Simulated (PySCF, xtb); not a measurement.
Sn(H)2(F)(vinyl) (C2H5FSn), SMILES C=[CH][SnH2][F].

GFN2-xTB (xtb 6.7.1) at its own geometry gives an orbital gap of 4.67 eV and a dipole moment of 4.52 D.

The structure is a stationary point at PBE0-D3(BJ)/def2-SVP. The def2 effective core potentials stand for the cores of Sn; spin–orbit coupling is left out. One conformer was computed; it need not be the lowest.

What does PBE0/def2-TZVP run with PySCF give? (Estimate from the structure and the level; the computed values follow.)

gap 7.34 eV (levels -8.46 and -1.12 eV), dipole 3.17 D.
